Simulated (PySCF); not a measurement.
**Basis-set dependence of excited states**

C3H7NSSi.
SMILES: `C=N/C=C\S[SiH3]`

TDDFT with PBE0 (PySCF), vertical singlets, core orbitals frozen in the response, spherical d and f functions. Isolated species at its PBE0-D3(BJ)/def2-SVP geometry (one conformer only).

| basis | functions | diffuse | S1 (eV) | S2 (eV) | S3 (eV) | S4 (eV) | S5 (eV) | LUMO (eV) | α (au) |
| --- | --- | --- | --- | --- | --- | --- | --- | --- | --- |
| 6-31G* | 106 | no | 4.27 | 4.56 | 5.54 | 6.04 | 6.42 | -1.41 | 82.8 |
| def2-SVP | 127 | no | 4.16 | 4.42 | 5.85 | 5.88 | 6.53 | -1.64 | 86.1 |
| 6-31+G* | 130 | yes | 4.06 | 4.45 | 5.23 | 5.60 | 5.90 | -1.72 | 94.3 |
| def2-SVPD | 187 | yes | 4.03 | 4.33 | 5.38 | 5.81 | 5.88 | -1.79 | 100.6 |
| aug-cc-pVDZ | 209 | yes | 3.99 | 4.33 | 5.16 | 5.41 | 5.81 | -1.77 | 102.4 |
| def2-TZVP | 240 | no | 4.02 | 4.36 | 5.45 | 5.78 | 6.09 | -1.74 | 96.2 |
| def2-TZVPD | 300 | yes | 3.99 | 4.33 | 5.24 | 5.61 | 5.76 | -1.79 | 102.3 |

Question: How much do these states and the polarisability depend on the basis?

Answer: States are compared by their number. Against the largest diffuse basis here (def2-TZVPD, itself not a converged limit), sets without diffuse functions differ by up to 0.28 eV in S1 and 0.77 eV in S5; the smaller diffuse sets differ by up to 0.08 and 0.14 eV. State by state, the largest deviation of a set without diffuse functions is S1 0.28, S2 0.23, S3 0.61, S4 0.44, S5 0.77 eV. The same number needn't mean the same state in each row. Against def2-TZVPD the polarisability deviates by -19% in 6-31G*, -16% in def2-SVP, -8% in 6-31+G*, -2% in def2-SVPD, 0% in aug-cc-pVDZ, -6% in def2-TZVP. A single + in a Pople set puts diffuse functions on heavy atoms only.
